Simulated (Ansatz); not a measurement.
This geometry of Cl2GaH (4 atoms, charge 0, multiplicity 1) is a first-order saddle point.

Theory: RKS BLYP-D4/def2-SVP in Ansatz 0.2.0.

```xyz
4
Properties=species:S:1:pos:R:3
Ga -0.298 0.000 0.519
H 0.994 0.000 1.504
Cl 2.174 0.000 0.073
Cl -1.493 0.000 -1.302
```

Task: Which two structures does it join? (They come from a converged band through this point; their orientation in space is the band's.)

Result: Bonds broken: Ga1–H2, Ga1–Cl3. Bonds formed: H2–Cl3. Cl2GaH becomes ClGa + ClH.

Image 0:

```xyz
4
Properties=species:S:1:pos:R:3
Ga 0.317 0.000 0.385
H 0.091 0.000 1.929
Cl 2.300 0.000 -0.493
Cl -1.330 0.000 -1.027
```

Image 6:

```xyz
4
Properties=species:S:1:pos:R:3
Ga -1.282 0.000 0.425
H 2.010 0.000 1.753
Cl 1.980 0.000 0.452
Cl -1.330 0.000 -1.835
```

Task: How far does it lie above each of them?

Result: 1.86 eV above the first and 1.13 eV above the second. This is the barrier of this one path; another mechanism may lie lower. The orbitals stay closed-shell, which can raise the energy where a bond breaks towards radicals; this wasn't checked here.

Run time: 77 s on 1 thread of Arm Neoverse V2, on a shared host, peak memory 0.13 GiB.
